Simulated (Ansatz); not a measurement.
`C[C@@]12[C@H]3[C@H]4[C@H]5[C@H]6[C@@H]1[W-3]54632([C]#[O+])([C]#[O+])[C]#[O+]`, charge 0, multiplicity 1.

Problem. Give a relaxed structure at PBE0-D4/def2-TZVP (Ansatz 0.2.0). (An estimate is asked.)

Solution. Ansatz gave: 
Cartesian coordinates in Å:
```
C 0.544 2.594 -0.148
C 0.240 1.273 0.480
C 1.290 0.407 0.876
C 0.994 -0.842 1.467
C -0.338 -1.213 1.753
C -1.381 -0.351 1.348
C -1.100 0.901 0.757
W -0.136 -0.795 -0.561
C -1.681 -1.735 -1.373
O -2.597 -2.273 -1.812
C 0.984 -2.282 -1.242
O 1.651 -3.146 -1.603
C 0.130 0.084 -2.316
O 0.294 0.641 -3.309
H 0.661 3.357 0.627
H 1.468 2.551 -0.725
H -0.261 2.908 -0.813
H 2.316 0.684 0.679
H 1.803 -1.515 1.721
H -0.558 -2.164 2.217
H -2.411 -0.643 1.510
H -1.910 1.558 0.468
```
Point group Cs.
This is one stationary point; other conformers may exist.
